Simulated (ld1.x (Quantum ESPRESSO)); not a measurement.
An all-electron radial function and its pseudo partner (boron (B))

Columns: radius, all-electron u(r) and pseudo u(r) of the 2p shell (level -3.61 eV) of boron in the configuration [He] 2s2 2p1; PBE, scalar-relativistic, PAW scheme, ld1.x (Quantum ESPRESSO) 7.5.

```json
{"r (bohr)": "0.160", "all-electron": "0.0607", "pseudo": "0.0089"}
{"r (bohr)": "0.320", "all-electron": "0.1738", "pseudo": "0.0351"}
{"r (bohr)": "0.480", "all-electron": "0.2893", "pseudo": "0.0766"}
{"r (bohr)": "0.640", "all-electron": "0.3898", "pseudo": "0.1305"}
{"r (bohr)": "0.800", "all-electron": "0.4705", "pseudo": "0.1932"}
{"r (bohr)": "0.960", "all-electron": "0.5335", "pseudo": "0.2602"}
{"r (bohr)": "1.120", "all-electron": "0.5791", "pseudo": "0.3274"}
{"r (bohr)": "1.280", "all-electron": "0.6083", "pseudo": "0.3904"}
{"r (bohr)": "1.440", "all-electron": "0.6235", "pseudo": "0.4459"}
{"r (bohr)": "1.600", "all-electron": "0.6272", "pseudo": "0.4910"}
{"r (bohr)": "1.760", "all-electron": "0.6217", "pseudo": "0.5241"}
{"r (bohr)": "1.920", "all-electron": "0.6091", "pseudo": "0.5443"}
{"r (bohr)": "2.080", "all-electron": "0.5913", "pseudo": "0.5521"}
{"r (bohr)": "2.240", "all-electron": "0.5698", "pseudo": "0.5488"}
{"r (bohr)": "2.400", "all-electron": "0.5458", "pseudo": "0.5362"}
{"r (bohr)": "2.560", "all-electron": "0.5201", "pseudo": "0.5168"}
{"r (bohr)": "2.720", "all-electron": "0.4936", "pseudo": "0.4930"}
{"r (bohr)": "2.880", "all-electron": "0.4669", "pseudo": "0.4670"}
{"r (bohr)": "3.040", "all-electron": "0.4404", "pseudo": "0.4404"}
{"r (bohr)": "3.200", "all-electron": "0.4144", "pseudo": "0.4144"}
{"r (bohr)": "3.360", "all-electron": "0.3892", "pseudo": "0.3892"}
{"r (bohr)": "3.520", "all-electron": "0.3649", "pseudo": "0.3649"}
{"r (bohr)": "3.680", "all-electron": "0.3417", "pseudo": "0.3417"}
{"r (bohr)": "3.840", "all-electron": "0.3195", "pseudo": "0.3195"}
{"r (bohr)": "4.000", "all-electron": "0.2985", "pseudo": "0.2985"}
{"r (bohr)": "4.160", "all-electron": "0.2786", "pseudo": "0.2786"}
```

(1) How many radial nodes do the two functions have?

(2) At about which radius was the pseudo-wave matched?

(3) Where does each function peak?

(4) Is the pseudo-wave norm-conserving?

Answers

(1) The all-electron 2p function has n − l − 1 = 0; the pseudo-wave has 0.

(2) 3.20 bohr. The columns agree to 0.0005 from 2.88 bohr on; several derivatives are matched, so the curves merge somewhat inside the radius.

(3) Outermost all-electron maximum near 1.60 bohr, pseudo maximum near 2.08 bohr (to the table’s step).

(4) No, it belongs to a PAW set: the norm inside the radius is not constrained, and the difference is carried by the augmentation charge.
